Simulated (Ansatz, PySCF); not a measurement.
Molecule: HO3, charge 0, multiplicity 2. It need not be the lowest isomer of its formula. 
Coordinates optimised at B3LYP-D3(BJ)/def2-TZVP (Ansatz, a quantum-chemistry and plane-wave program):
```
O
O 1 1.2313
O 1 1.5464 2 110.27
H 3 0.9726 1 98.37 2 -180.00
```
Charge 0, spin multiplicity 2.

Total electronic energies in hartree. Correlated levels leave the core frozen unless marked. UHF or UKS for open shells. No spin-orbit coupling. Non-relativistic. CBS(X,Y): correlation extrapolated as X^-3; Hartree-Fock from the larger set. The bracket is a focal-point correction in the basis named.

The UHF reference is spin-contaminated (<S^2> 0.39 over the pure value in the largest basis). The T1 diagnostic of CCSD in the largest basis is 0.058, which is high, so the coupled-cluster rows are less sure than usual.

```csv
level,program,energy (Eh)
HF/STO-3G,Ansatz,-221.98067
HF-D4/def2-TZVPD,PySCF + dftd4,-225.03877
RI-HF/aug-cc-pVQZ,Ansatz,-225.04938
revPBE-D3(BJ)/def2-TZVPD,Ansatz + dftd3,-226.12618
TPSS-D4/def2-TZVPD,PySCF + dftd4,-226.20824
B3LYP-D4/def2-TZVPD,Ansatz + dftd4,-226.16726
PBE0/6-31G*,Ansatz,-225.81741
PBE0-D3(BJ)/def2-TZVP,Ansatz + dftd3,-225.92576
TPSSh-D4/def2-TZVPD,PySCF + dftd4,-226.16995
PW6B95/def2-TZVPD,PySCF,-226.40198
HSE06/def2-TZVPD,Ansatz,-225.91830
CAM-B3LYP-D3(BJ)/def2-TZVPD,Ansatz + dftd3,-226.09215
wB97X-V/def2-TZVPD,Ansatz,-226.08046
CCSD/STO-3G,Ansatz,-222.13560
"RI-MP2/CBS(aug-cc-pVTZ,aug-cc-pVQZ)+[CCSD(T)-MP2]/aug-cc-pVTZ",Ansatz,-225.8831
```

Totals of different functionals don't rank their quality; only differences between species are comparable.
